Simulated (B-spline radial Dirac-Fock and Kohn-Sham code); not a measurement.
## Dipole and non-dipole photoemission parameters of P 2s

System: the P atom in the configuration [Ne] 3s2 3p3; threshold 189.0 eV (tabulated edge). Calculated with a radial B-spline solver, using Dirac-Hartree-Slater photoionisation with a Latter tail; cross sections with all multipoles, angular parameters from the dipole term and its interference with E2.

Input of the calculation (task.json; shells as n, l, electrons):

```json
{"items": [{
  "Z": 15,
  "q": 0,
  "cfg": [[1, 0, 2], [2, 0, 2], [2, 1, 6], [3, 0, 2], [3, 1, 3]],
  "A": 31,
  "rrms": 3.1889,
  "do": "xps",
  "hv": [60, 67.7, 84.8, 85.0, 99.2, 101.0, 124.0, 134.0, 150, 200, 233.0, 241.0, 337.0, 400, 481.0, 1080.0, 1420.0, 2000, 2010.0, 2440.0, 3380.0, 4000, 4090.0, 4620.0, 5510.0, 6000, 6020.0, 6800.0, 8047.8, 11400.0],
  "edges": {"K": 2145.5, "L1": 189.0, "L2": 136.0, "L3": 135.0}
}]}
```

Run with: `python xray2_run.py task.json out`

For linearly polarised light dσ/dΩ = σ/(4π) [1 + β P₂(cos θ) + (δ + γ cos²θ) sin θ cos φ], with θ from the polarisation vector and φ the angle between the beam and the projection of the electron momentum on the plane normal to the polarisation.

| hν (eV) | σ (kb) | β | γ |
| --- | --- | --- | --- |
| 200 | 423 | 2.000 | 0.421 |
| 233 | 395 | 2.000 | 0.319 |
| 241 | 381 | 2.000 | 0.284 |
| 337 | 254 | 2.000 | 0.025 |
| 400 | 197 | 2.000 | -0.027 |
| 481 | 147 | 2.000 | -0.043 |
| 1080 | 32.0 | 2.000 | 0.172 |
| 1420 | 17.9 | 2.000 | 0.309 |
| 2000 | 8.24 | 2.000 | 0.517 |
| 2010 | 8.14 | 2.000 | 0.520 |
| 2440 | ? | ? | ? |
| 3380 | 2.31 | 2.000 | 0.910 |
| 4000 | 1.50 | 2.000 | 1.057 |
| 4090 | 1.42 | 2.000 | 1.077 |
| 4620 | 1.03 | 2.000 | 1.191 |
| 5510 | 0.649 | 2.000 | 1.365 |
| 6000 | 0.516 | 2.000 | 1.454 |
| 6020 | 0.512 | 2.000 | 1.458 |
| 6800 | 0.367 | 2.000 | 1.590 |
| 8047.8 | 0.231 | 2.000 | 1.785 |
| 11400 | 0.0863 | 2.000 | 2.232 |

Task: Give the values at 2440 eV.

Result: σ = 5.15 kb, β = 2.000, γ = 0.655. For an s subshell δ is negligible.
